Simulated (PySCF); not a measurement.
**Relaxation of doublet HfOF**

Computed with UPBE0 in PySCF with Hf def2-TZVP with ECP60, O def2-TZVP, F def2-TZVP; scalar-relativistic core potentials, no spin–orbit coupling; density-fitted integrals. A (50,194) grid was used.

A hand-made bent start, of Cs symmetry, held to at least that symmetry:

Coordinates in bohr (charge 0 multiplicity 2):
```
Hf   -0.0824    0.0000   -0.3562
O    -2.9461    0.0000    1.6490
F     3.2612    0.0000    1.9850
```

Optimiser trace:
```
step  E − E(last) (kJ/mol)  largest gradient (Eh/bohr)
   0                 80.38                     0.09736
   1                  9.06                     0.03494
   2                  1.94                     0.01958
   3                  0.10                     0.00245
   4                  0.00                     0.00043
   5                  0.00                     0.00003
```

It ends at Cs with Hf–F 1.908 Å, Hf–O 1.742 Å; F–Hf–O 109.2° (after a last refinement on a finer grid). A frequency run shows a minimum.

Other spin states or occupations of the open shell can lie lower. With an element this heavy the missing spin–orbit coupling can shift these numbers.

The relaxation took 8.8 s on 4 threads of a shared Arm Neoverse V2 host, with 102 basis functions and 6 gradients; the process peaked at 0.55 GiB. Launch command: `OMP_NUM_THREADS=4 python axn.py task.json out`.
